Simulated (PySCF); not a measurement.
Two species compared at the same levels of theory.

First species: C6H11FS.
InChI=1S/C6H11FS/c7-6-3-1-2-4-8-5-6/h6H,1-5H2/t6-/m0/s1

Second species: C8H7F3O.
SMILES: `FC1=CCC(OC(F)F)=CC=C1`

Levels: PBE0/pcSseg-1 for HOMO energy, LUMO energy and HOMO–LUMO gap. Geometries: GFN2-xTB. Each species is one conformer at its optimised geometry, gas phase, non-relativistic unless stated. Electronic properties by PySCF.

Dipoles, sizes and rotational constants follow the conformer. The torsions of the flexible species, by atom-mapped SMILES:
- `[F:1][C:2]1=[CH:3][CH2:4][C:5]([O:6][CH:7]([F:8])[F:9])=[CH:10][CH:11]=[CH:12]1`: C4–C5–O6–C7 -158°, C5–O6–C7–F8 -84°

The conformers of `F[C@H]1CCCCSC1` aren't listed.

```
     property  column X  column Y
  HOMO energy  -6.92 eV  -6.52 eV
  LUMO energy  -1.47 eV   1.05 eV
HOMO–LUMO gap   5.45 eV   7.57 eV
```

(1) Which column belongs to which species?

(2) How does each property change from the first species to the second?

Answers

(1) Column X is the second species and column Y the first. The first has 19 atoms and 72 electrons, the second 19 and 90.

(2) HOMO energy -0.40 eV; LUMO energy -2.52 eV; HOMO–LUMO gap -2.12 eV.

